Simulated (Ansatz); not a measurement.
## Molecular dynamics of C₂H₆ClFSi

input.yaml

```yaml
crystal:
  periodic: [false, false, false]
  atoms:
    - { symbol: F, position_ang: [-1.654206, 1.00689, 0.443077] }
    - { symbol: C, position_ang: [-0.433671, 1.311379, -0.259398] }
    - { symbol: C, position_ang: [0.148724, 0.014741, -0.778909] }
    - { symbol: Si, position_ang: [0.289301, -1.319041, 0.57273] }
    - { symbol: Cl, position_ang: [1.410582, -0.424828, 2.22727] }
    - { symbol: H, position_ang: [-0.693183, 2.004056, -1.06298] }
    - { symbol: H, position_ang: [0.234502, 1.799529, 0.452617] }
    - { symbol: H, position_ang: [-0.480282, -0.390479, -1.579744] }
    - { symbol: H, position_ang: [1.143219, 0.192965, -1.201043] }
    - { symbol: H, position_ang: [1.110654, -2.46706, 0.085024] }
    - { symbol: H, position_ang: [-1.010339, -1.785151, 1.121856] }
basis:
  gaussian: { orbitals: "6-31G" }
hamiltonian:
  xc: cam_b3lyp
  dispersion: d4
md:
  timestep: 0.5
  n_steps: 150
  ensemble: nvt_nose_hoover
  temperature: 500.0
  initial_velocities: maxwell_boltzmann
  seed: 868722
```

Launched with:

```bash
$ ansatz run input.yaml --threads 1 --pin off --max-ram 2048MiB --backend cpu --events-out ev --progress --plain --runs-dir out
```

It starts from a relaxed structure.

Output, in part (step lines, the closing report, with atoms numbered from 0):

```
md step     0: t =     0.00 fs  T =   500.0 K  F+E_penalty+E_count = -25285.29596213 eV  E_kin = 0.581670 eV  conserved = -25284.71429214 eV  (23 SCF iters)
[... lines left out ...]
Total energy: -25285.08700382 eV, -929.2098085428 hartree
Atom 0 at    -1.505061     0.925802     0.569737 Å, force     0.332038    -0.265939     0.531310 eV/Å
Atom 1 at    -0.340651     1.257541    -0.250597 Å, force    -2.388412     0.784431    -0.802565 eV/Å
Atom 2 at     0.119994    -0.008764    -0.879309 Å, force    -0.635823    -0.677711     0.831764 eV/Å
Atom 3 at     0.282777    -1.298328     0.532564 Å, force     0.950298    -0.093869    -0.297241 eV/Å
Atom 4 at     1.319326    -0.368333     2.227226 Å, force     0.008470     0.045641    -0.085184 eV/Å
Atom 5 at    -0.850042     1.925441    -0.951060 Å, force     0.742629     0.245812    -0.347020 eV/Å
Atom 6 at     0.356132     1.798264     0.350607 Å, force     0.666254     0.117410     0.490426 eV/Å
Atom 7 at    -0.675420    -0.394901    -1.547303 Å, force     0.580568     0.195389     0.009086 eV/Å
Atom 8 at     1.059699     0.130826    -1.378930 Å, force     0.477907    -0.111050    -0.514214 eV/Å
Atom 9 at     1.193189    -2.409781     0.103306 Å, force    -0.099156     0.009903     0.017426 eV/Å
Atom 10 at    -0.964959    -1.810034     1.063996 Å, force    -0.634771    -0.250017     0.166211 eV/Å
Dipole moment:    -0.017598    -0.056013    -0.864877 e Å
```

The steps, from the saved trajectory:

| time (fs) | T (K) | potential energy less start (eV) | conserved less start (meV/atom) |
| --- | --- | --- | --- |
| 0 | 500 | 0.000 | 0.00 |
| 2.5 | 286 | 0.253 | 0.34 |
| 5 | 242 | 0.302 | 0.14 |
| 7.5 | 159 | 0.400 | 0.31 |
| 10 | 311 | 0.222 | 0.12 |
| 12.5 | 290 | 0.249 | 0.27 |
| 15 | 305 | 0.231 | 0.12 |
| 17.5 | 183 | 0.376 | 0.31 |
| 20 | 269 | 0.275 | 0.19 |
| 22.5 | 294 | 0.248 | 0.17 |
| 25 | 203 | 0.357 | 0.23 |
| 27.5 | 187 | 0.376 | 0.25 |
| 30 | 254 | 0.300 | 0.22 |
| 32.5 | 300 | 0.248 | 0.15 |
| 35 | 213 | 0.353 | 0.24 |
| 37.5 | 176 | 0.398 | 0.21 |
| 40 | 145 | 0.436 | 0.31 |
| 42.5 | 330 | 0.222 | 0.12 |
| 45 | 306 | 0.256 | 0.24 |
| 47.5 | 242 | 0.334 | 0.22 |
| 50 | 206 | 0.380 | 0.30 |
| 52.5 | 342 | 0.225 | 0.16 |
| 55 | 316 | 0.262 | 0.27 |
| 57.5 | 302 | 0.282 | 0.21 |
| 60 | 256 | 0.341 | 0.27 |
| 62.5 | 308 | 0.286 | 0.25 |
| 65 | 383 | 0.204 | 0.19 |
| 67.5 | 313 | 0.294 | 0.23 |
| 70 | 213 | 0.416 | 0.30 |
| 72.5 | 286 | 0.335 | 0.26 |
| 75 | 400 | 0.209 | 0.17 |

The run went to its last step. The conserved energy stayed within 0.34 meV per atom of its start (net change 0.17 meV per atom), so the integration is sound. The mean temperature of the second half is 44 % below the set value. A run of 0.075 ps of so small a system gives no equilibrium averages. Limits of this set-up: no polarisation functions.

The same pairs are bonded in the first frame and the last. Pairs count as bonded within 1.25 times the sum of covalent radii (0.12 Å more for H–H).

Last frame:

```xyz
11
Properties=species:S:1:pos:R:3
F -1.505 0.926 0.570
C -0.341 1.258 -0.251
C 0.120 -0.009 -0.879
Si 0.283 -1.298 0.533
Cl 1.319 -0.368 2.227
H -0.850 1.925 -0.951
H 0.356 1.798 0.351
H -0.675 -0.395 -1.547
H 1.060 0.131 -1.379
H 1.193 -2.410 0.103
H -0.965 -1.810 1.064
```

The run took 13 min on 1 thread of Arm Neoverse V1, on a shared host, peak memory 0.18 GiB.
